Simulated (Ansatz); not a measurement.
Consider the formal exchange of groups at the Al–Cl bond: `[NH2][Al]([NH2])[Cl]` + acetylene → `C#[C][Al]([NH2])[NH2]` + HCl.

Calculated with Ansatz (gas phase, PBE0-D4/def2-TZVP geometries, no zero-point term in ΔE). CBS: MP2 limit from def2 TZ/QZ plus the TZ coupled-cluster correction, frozen cores. This one scheme is used for every species. Functionals use def2-TZVPP. Each species was taken in one conformer, which may not be the lowest.

`[NH2][Al]([NH2])[Cl]`:

Z-matrix (Å, degrees):
```
N
Al 1 1.758
H 1 1.006 2 123.6
H 1 1.006 2 125.8 3 -180.0
N 2 1.758 1 123.5 3 -180.0
Cl 2 2.099 1 118.2 3 0.0
H 5 1.006 2 125.8 1 0.0
H 5 1.006 2 123.6 1 180.0
```

`C#C`:

```xyz
4

C    -0.076    0.356    0.475
C     0.076   -0.356   -0.475
H    -0.212    0.989    1.320
H     0.212   -0.989   -1.320
```

`C#[C][Al]([NH2])[NH2]`:

```xyz
10

C     0.166   -1.550    2.342
C     0.095   -0.883    1.334
Al   -0.018    0.168   -0.254
N    -0.131   -0.652   -1.811
N    -0.006    1.925   -0.114
H     0.229   -2.137    3.230
H    -0.195   -0.212   -2.713
H    -0.139   -1.653   -1.908
H     0.058    2.409    0.766
H    -0.059    2.584   -0.872
```

HCl:

```xyz
2

Cl   -0.280    0.558   -0.137
H     0.280   -0.558    0.137
```

Task: Is it downhill or uphill in electronic energy at CCSD(T)/CBS, and by how much? (Estimate.)

Result: The calculation gave: Uphill: ΔE = +100.9 kJ/mol.

Task: What do these levels give: BHLYP-D4, PBE, r2SCAN0, BHLYP, HF/def2-SVP, HF/def2-TZVPP? (Best estimate.)

Result: Computed: BHLYP-D4 105.4, PBE 96.5, r2SCAN0 105.0, BHLYP 105.5, HF/def2-SVP 112.7, HF/def2-TZVPP 109.9 kJ/mol.

Largest T1 diagnostic among the species: 0.013.

In def2-TZVPP, CCSD(T) changes the Hartree–Fock value by −12.7 kJ/mol (the triples alone add −2.1 kJ/mol) and MP2 by −9.7 kJ/mol. From PBE to PBE0 (25 % exact exchange), in def2-TZVPP and without D4, ΔE moves by +4.5 kJ/mol. Leaving LDA and LC-ωPBE aside and taking each functional with its dispersion term where it has one, the values, not all of them listed here, spread over 10.4 kJ/mol, from revPBE-D4 to BHLYP-D4.
